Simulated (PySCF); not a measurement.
Static response to an electric field

C₃H₁₀OSi₂.
Geometry (PBE0-D3(BJ)/def2-SVP, Å), atoms numbered from 1 in this order:
```xyz
16
C3H10OSi2 angstrom
C      3.574   -1.007   -0.441
C      2.501   -0.739    0.302
O      1.312   -0.378   -0.226
Si    -0.085    0.004    0.629
C     -1.384    0.417   -0.636
Si    -3.077    0.893    0.039
H      3.534   -0.943   -1.531
H      4.509   -1.294    0.041
H      2.544   -0.803    1.400
H     -0.489   -1.167    1.465
H      0.188    1.166    1.529
H     -1.503   -0.453   -1.304
H     -1.006    1.248   -1.257
H     -4.016    1.202   -1.081
H     -2.967    2.098    0.917
H     -3.649   -0.227    0.848
```

Level: B3LYP/def2-SVPD (PySCF), static field, nuclei fixed, core orbitals frozen in the response. The polarisability tensor in these axes (au):

```
x   126.43 -13.71  -4.41
y   -13.71  81.95   0.82
z    -4.41   0.82  87.99
```

Diagonalise the tensor; give its mean and Δα, where Δα² is half the sum of the squared differences of the eigenvalues.

Principal values 78.04, 87.54 and 130.78 au; mean 98.79 au = 14.64 Å³ = 16.29 × 10⁻⁴⁰ C²·m²/J; Δα = 48.69 au (49 % of the mean).

What is the dipole moment, and where does it point?

(-0.52, 0.14, 0.11) D, 0.55 D in size, pointing from the negative to the positive side. Measured along this direction, the outermost atoms are H8 at the negative end and H14 at the positive end.

Find the Langevin capture rate constant for O2+ (31.990 u) meeting this molecule (118.027 u), k = 2.342 × 10⁻⁹ cm³/s × √(α in Å³ / reduced mass in u).

The reduced mass is 25.17 u, so k = 1.79 × 10⁻⁹ cm³/s. The formula leaves out the permanent dipole, which adds to the capture rate.

Along which axes do the principal values lie, and how far do the nuclei extend along each?

Largest value along (0.96, -0.27, -0.10), where the nuclei span 8.72 Å; middle along (0.09, -0.07, 0.99), 3.18 Å; least along (0.28, 0.96, 0.04), 2.43 Å. The response follows the extents in order.

Rayleigh depolarisation ratio (linearly polarised light, static tensor)?

ρ = 3Δα²/(45ᾱ² + 4Δα²) = 7111.7/(439155 + 9482.3) = 0.0159.

Estimate the molar refractivity from the static electronic polarisability.

Lorentz–Lorenz: R = (4π/3)N_A α = 2.5225 cm³/(mol·Å³) × 14.64 Å³ = 36.9 cm³/mol, in the limit of long wavelengths.

One conformer (not necessarily the lowest) at the PBE0-D3(BJ)/def2-SVP geometry, without solvent, vibrations or thermal averaging.
